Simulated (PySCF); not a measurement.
**Simulated absorption spectrum**

C7H12.
SMILES: `C#C[C@@H](C)C(C)C`

Computed with PySCF 2.14.0, density-fitted response routines, TDDFT B3LYP/def2-SVPD, vertical, gas phase, core orbitals frozen in the response. The structure is a single GFN2-xTB conformer in the gas phase; no vibrational or solvent corrections. Torsions of this conformer, `[CH:1]#[C:2][C@@H:3]([CH3:4])[CH:5]([CH3:6])[CH3:7]`: C2–C3–C5–C6 65°.

Computed states:

```tsv
state	E (eV)	f
S1	6.63	0.0018
S2	6.78	0.0056
S3	6.82	0.0049
S4	7.20	0.031
S5	7.27	0.023
S6	7.77	0.050
S7	7.82	0.012
S8	7.90	0.018
```

Each state is given a Gaussian of 0.3 eV full width at half maximum, with ε(max) = 2.175×10⁸ f / Δν̃ (Δν̃ the width in cm⁻¹). The width is an assumption, not a result. The curve ends short of the highest state used, and states not computed would add to its high-energy end.

Question: What does the envelope look like, and where are its maxima?

Answer: 
```csv
λ (nm),ε (L mol⁻¹ cm⁻¹)
169.7,3891
171.1,4601
172.4,4497
173.8,3662
175.1,2610
176.5,1642
177.8,1113
179.2,924
180.5,952
181.9,1017
183.2,1004
184.6,885
185.9,710
187.3,509
188.6,346
190.0,212
191.3,126
192.6,71
194.0,35
195.3,17
196.7,7
198.0,3
199.4,1
200.7,0
```

Maxima: 182 nm (6.80 eV), ε about 1000, made up of S2 (49%) and S3 (43%); 172 nm (7.23 eV), ε about 4700, made up of S4 (58%) and S5 (41%) (ε in L mol⁻¹ cm⁻¹; maxima over ε = 5, shares over 10%).

Question: On this curve, what absorbance would a 10⁻⁴ mol/L sample give at 193 nm over a 1 cm path?

Answer: 193 nm is 6.424 eV, where ε is about 58 L mol⁻¹ cm⁻¹, so A = ε c l ≈ 0.0058 (Beer–Lambert, with the gas-phase spectrum and the assumed width).

Question: Coming from long wavelengths, where does ε first pass 100 L mol⁻¹ cm⁻¹?

Answer: At about 192 nm (6.46 eV), 0.16 eV below S1.

Question: What would ε be at 7.23 eV, the highest of these maxima, with half the width (0.15 eV)?

Answer: About 8320 L mol⁻¹ cm⁻¹ against 4650, a factor of about 1.8; a lone state at its own centre would give exactly 2.
